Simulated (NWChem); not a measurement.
Species: CH$_{6}$CuN; SMILES [CH3][Cu]<-[NH3]

```xyz
9

Cu     0.0000     0.0000     0.0859
C      0.0000     0.0000     1.9350
H      0.6346     0.7918     2.3650
H      0.3684    -0.9454     2.3650
H     -1.0030     0.1537     2.3650
N      0.0000     0.0000    -1.8195
H      0.1053    -0.9403    -2.2108
H      0.7616     0.5614    -2.2108
H     -0.8670     0.3789    -2.2108
```
Atoms are numbered in this order, from 1.

Level: B3LYP/6-31G* (spherical d) (NWChem), optimised geometry, unscaled harmonic frequencies. 

```csv
frequency (cm⁻¹),IR intensity (km/mol)
47,0.0
116,6.9
116,6.9
476,1.6
591,0.1
591,0.1
620,13.3
726,56.3
726,56.3
1291,10.3
1307,139.7
1466,0.8
1466,0.8
1697,20.7
1697,20.7
2989,50.8
3036,29.8
3036,29.8
3402,8.0
3498,22.6
3498,22.6
```

```json
{
 "zero_point_energy": "46.3 kcal/mol",
 "thermal correction to the enthalpy at 298.15 K (with zero-point energy)": "50.7 kcal/mol",
 "heat capacity Cv": "18.3 cal/(mol K)",
 "entropy at 298.15 K and 1 atm (symmetry number 3)": "74.3 cal/(mol K)",
 "dipole_moment": "6.08 D"
}
```

Rigid rotor and harmonic oscillator; modes under 100 cm⁻¹ make the entropy uncertain.
